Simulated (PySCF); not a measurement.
Ligands exchanged one at a time, Ga F-OH. Gas-phase values, no solvent. One relaxed conformer stands for each flexible species; it need not be the lowest. Strings in code marks are SMILES.

The numbers are results of PBE0-D4/def2-TZVP run with PySCF 2.14.0, not measurements. Delta-SCF ions had no search for a lower state. Excitations are Tamm–Dancoff values on a coarser integration grid. The basis has no diffuse functions, so Rydberg states are missing or too high.

```csv
species,brightest of the four lowest singlets (TDA) (eV),vertical ionisation energy (Delta-SCF) (eV),S1 excitation (TDA) (eV),HOMO–LUMO gap (eV),S1 oscillator strength
0 of 3 F replaced by OH (`[Ga]([F])([F])[F]`),7.83,14.36,[?],[?],0.000
1 of 3 F replaced by OH (`[OH][Ga]([F])[F]` (H–O–Ga–F torsion 180°)),[?],12.71,6.46,8.21,0.023
2 of 3 F replaced by OH,[?],11.73,6.32,8.04,0.000
3 of 3 F replaced by OH (`[OH][Ga]([OH])[OH]`),7.37,[?],6.42,8.07,0.000
```

Question: What belongs in the gaps?

Answer: 
- 0 of 3 F replaced by OH (`[Ga]([F])([F])[F]`), S1 excitation (TDA) (eV): 7.55
- 0 of 3 F replaced by OH (`[Ga]([F])([F])[F]`), HOMO–LUMO gap (eV): 9.42
- 1 of 3 F replaced by OH (`[OH][Ga]([F])[F]` (H–O–Ga–F torsion 180°)), brightest of the four lowest singlets (TDA) (eV): 7.32
- 2 of 3 F replaced by OH, brightest of the four lowest singlets (TDA) (eV): 7.23
- 3 of 3 F replaced by OH (`[OH][Ga]([OH])[OH]`), vertical ionisation energy (Delta-SCF) (eV): 11.25
